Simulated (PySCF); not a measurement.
Molfile (atoms numbered from 1):
```
C5H8OSi
     RDKit          3D

 15 15  0  0  0  0  0  0  0  0999 V2000
    3.3763   -0.9641   -0.0688 C   0  0  0  0  0  0  0  0  0  0  0  0
    2.1659   -0.9785   -0.1971 C   0  0  0  0  0  0  0  0  0  0  0  0
    0.3382   -1.0105   -0.3630 Si  0  0  1  0  0  4  0  0  0  0  0  0
   -0.5468   -0.2377    1.1122 C   0  0  0  0  0  0  0  0  0  0  0  0
   -1.5611    0.6703    0.3989 C   0  0  0  0  0  0  0  0  0  0  0  0
   -0.9079    1.1744   -0.8902 C   0  0  0  0  0  0  0  0  0  0  0  0
   -0.2090    0.1019   -1.4946 O   0  0  0  0  0  0  0  0  0  0  0  0
    4.4464   -0.9479    0.0417 H   0  0  0  0  0  0  0  0  0  0  0  0
   -0.0644   -2.3865   -0.7596 H   0  0  0  0  0  0  0  0  0  0  0  0
    0.1833    0.3543    1.6894 H   0  0  0  0  0  0  0  0  0  0  0  0
   -1.0181   -0.9481    1.8062 H   0  0  0  0  0  0  0  0  0  0  0  0
   -2.4594    0.0862    0.1363 H   0  0  0  0  0  0  0  0  0  0  0  0
   -1.8949    1.5102    1.0294 H   0  0  0  0  0  0  0  0  0  0  0  0
   -0.2073    2.0029   -0.6689 H   0  0  0  0  0  0  0  0  0  0  0  0
   -1.6546    1.5562   -1.6046 H   0  0  0  0  0  0  0  0  0  0  0  0
  1  2  3  0
  2  3  1  0
  3  4  1  0
  4  5  1  0
  5  6  1  0
  6  7  1  0
  7  3  1  0
  1  8  1  0
  3  9  1  6
  4 10  1  0
  4 11  1  0
  5 12  1  0
  5 13  1  0
  6 14  1  0
  6 15  1  0
M  END
```

Geometry: PBE0-D3(BJ)/def2-SVP; GIAO shifts from PySCF, gas phase, non-relativistic, averaged over equivalent atoms.

At PBE0/pcSseg-1 (166 basis functions, 77 s wall time on 1 thread of an Intel Xeon, shared host):
```csv
atoms,δ (ppm)
C1,103.1
C2,88.8
C6,69.9
C5,29.8
C4,12.7
Si3,-9.5
O7,55.0
H9,4.93
H15,4.08
H14,3.66
H8,2.38
H13,1.86
H12,1.56
H11,0.98
H10,0.90
```

Shifts are taken against calculated references (same method and geometry level): ¹³C (184.41 ppm), ²⁹Si (351.99 ppm), ¹H (31.27 ppm) vs TMS; ¹⁷O (334.56 ppm) vs H2O.

**Question.** Estimate the result of repeating the calculation with mPW1PW91/pcSseg-1.

**Answer.** 
```tsv
atoms	δ at mPW1PW91/pcSseg-1	change
C1	102.7	-0.4
C2	88.3	-0.5
C6	69.9	+0.0
C5	29.9	+0.1
C4	12.7	+0.0
Si3	-9.8	-0.3
O7	53.9	-1.1
H9	4.89	-0.04
H15	4.07	-0.01
H14	3.64	-0.02
H8	2.37	-0.01
H13	1.85	-0.01
H12	1.56	+0.00
H11	0.97	-0.01
H10	0.90	+0.00
```

Shifts are taken against calculated references (same method and geometry level): ¹³C (σ = 183.54 ppm), ²⁹Si (σ = 350.83 ppm), ¹H (σ = 31.32 ppm) against TMS; ¹⁷O (σ = 333.30 ppm) vs H2O.

The largest change is at O7 (oxygen bonded to C, Si, in a 5-membered ring). Cost: 166 basis functions, 54 s wall time (47 s CPU) on 1 thread of an Intel Xeon, shared host. The order of the carbon signals is the same at both levels.

Experimental scales use liquid or dissolved standards, which lie at an offset from isolated H2O (liquid H2O: subtract about 36 ppm).
